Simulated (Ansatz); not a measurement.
`CC#CC(F)(F)F` and `C=CSC(F)(F)F` differ in one atom or group.

Ansatz, PBE0-D4/def2-TZVP geometries, multiplicity 1. Each molecule was computed in one conformer, which needn't be the lowest.

```tsv
property	`CC#CC(F)(F)F`
HOMO energy (B3LYP/def2-TZVPP) / eV	-8.34
size of the dipole moment (PBE/def2-TZVPP) / D	3.42
size of the dipole moment (ωB97M-V/def2-TZVPP) / D	3.52
HOMO energy (PBE/def2-TZVPP) / eV	-7.26
LUMO energy (B3LYP/def2-TZVPP) / eV	-0.05
HOMO–LUMO gap (ωB97M-V/def2-TZVPP) / eV	13.21
```

(1) Give the same properties after the change, and the shifts. (Best estimate.)

Answers

(1) Computed: 
| property | `C=CSC(F)(F)F` | shift |
| --- | --- | --- |
| HOMO energy (B3LYP/def2-TZVPP) / eV | -6.90 | 1.44 |
| size of the dipole moment (PBE/def2-TZVPP) / D | 1.50 | -1.92 |
| size of the dipole moment (ωB97M-V/def2-TZVPP) / D | 1.78 | -1.74 |
| HOMO energy (PBE/def2-TZVPP) / eV | -5.97 | 1.29 |
| LUMO energy (B3LYP/def2-TZVPP) / eV | -0.64 | -0.59 |
| HOMO–LUMO gap (ωB97M-V/def2-TZVPP) / eV | 10.94 | -2.27 |

With PBE0 the HOMO rises by 1.45 eV and the LUMO falls by 0.62 eV, so the gap narrows by about 2.07 eV. PBE moves the HOMO by 1.29 eV and ωB97M-V by 1.59 eV. Dipoles are sizes alone; their direction can turn.

B3LYP here is the variant with VWN-RPA as its local correlation; programs differ in this.
